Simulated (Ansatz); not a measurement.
CH5BF2OSi can be A, `BOC[SiH](F)F`, or B, `COB(F)[SiH2]F`.

Program: Ansatz. Geometries: PBE0-D4/def2-TZVP. ΔE: electronic, gas phase. CBS: MP2 limit from def2 TZ/QZ plus the TZ coupled-cluster correction, frozen cores. DFT in def2-TZVPP. B3LYP here is the variant with VWN-RPA as its local correlation; programs differ in this. One conformer a species, not always the lowest.

A:

```xyz
11

B    -0.541   -1.854    0.841
O    -0.390   -1.080   -0.246
C    -0.629    0.323   -0.219
Si    0.971    1.224   -0.570
F     0.696    2.782   -0.436
F     1.434    0.949   -2.061
H    -0.908   -1.369    1.878
H    -0.294   -3.016    0.709
H    -1.036    0.633    0.751
H    -1.374    0.564   -0.984
H     2.071    0.844    0.337
```

B:

```xyz
11

C    -0.3762    1.0314   -1.4461
O    -0.8187    1.2073   -0.1129
B    -0.5079    0.4135    0.9158
F    -1.0282    0.7610    2.0960
Si    0.6474   -1.2653    0.9933
F     1.2423   -1.6755   -0.4479
H     0.2451    0.1418   -1.5611
H    -1.2518    0.9481   -2.0913
H     0.1948    1.9132   -1.7403
H    -0.1486   -2.4185    1.4885
H     1.8019   -1.0570    1.9059
```

(1) Which isomer does CCSD(T)/CBS put lower? Give the gap. (Estimate.)

(2) Give E(B) − E(A) in kJ/mol with PBE-D4, B3LYP-D4, r2SCAN-D4, PBE0-D4, MP2/def2-TZVPP, B2PLYP, HF/def2-TZVPP. (Best estimate.)

Largest T1 diagnostic: 0.013.

Answers

(1) Computed: A, by 23.8 kJ/mol.

(2) The calculation gave: PBE-D4 4.0, B3LYP-D4 15.8, r2SCAN-D4 14.2, PBE0-D4 8.5, MP2/def2-TZVPP 27.0, B2PLYP 20.1, HF/def2-TZVPP 24.1. None reverses the order clearly.

From PBE to PBE0 (25 % exact exchange), in def2-TZVPP and without D4, E(B) − E(A) moves by +4.6 kJ/mol.
